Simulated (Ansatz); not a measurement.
System: GeH, charge 0, doublet. GeH (SMILES [GeH], doublet).
B3LYP-D3(BJ)/def2-TZVP minimum from Ansatz (an electronic-structure program):
```
Ge
H 1 1.6063
```
Charge 0, spin multiplicity 2.

Total energies in hartree (Ansatz). Radicals and triplets start from unrestricted determinants; spin-orbit coupling is neglected. Correlated methods leave the cores frozen (noble-gas shells, and filled d and f shells in the p block). No relativity. Where a partner has so few electrons that a lower coupled-cluster level is exact, that level stands in.

```csv
species,HF/cc-pVTZ,CCSD(T)/cc-pVTZ,HF/cc-pVQZ,CCSD(T)/cc-pVQZ,CCSD(T)/cc-pV5Z,CCSDT(Q)/cc-pV5Z
"1: GeH (SMILES [GeH], doublet)",-2075.93381,-2076.03278,-2075.93682,-2076.03982,-2076.04159,-2076.04223
2: Ge (triplet),-2075.36107,-2075.42794,-2075.36359,-2075.43284,-2075.43402,-2075.43452
3: H (doublet),-0.49981,-0.49981,-0.49995,-0.49995,-0.49999,-0.49999
```

Question: Work out the atomisation energy (electronic, to ground-state atoms) in kcal/mol: take Hartree-Fock from cc-pVQZ, extrapolate the CCSD(T) correlation energy as X^-3 (X = 3, 4), and add CCSDT(Q) - CCSD(T) in cc-pV5Z. 1 hartree = 627.51 kcal/mol.

Answer: 
Species 1: correlation (64·(-0.10300) - 27·(-0.09897))/37 = -0.10594; step -0.00064; E1 = -2075.93682 + (-0.10594) + (-0.00064) = -2076.04340
Species 2: correlation (64·(-0.06925) - 27·(-0.06687))/37 = -0.07099; step -0.00050; E2 = -2075.36359 + (-0.07099) + (-0.00050) = -2075.43508
Species 3: correlation (64·(0.00000) - 27·(0.00000))/37 = 0.00000; step +0.00000; E3 = -0.49995 + (0.00000) + (+0.00000) = -0.49995
-1·E1 +1·E2 +1·E3 = 0.10837 hartree = 68.0 kcal/mol.
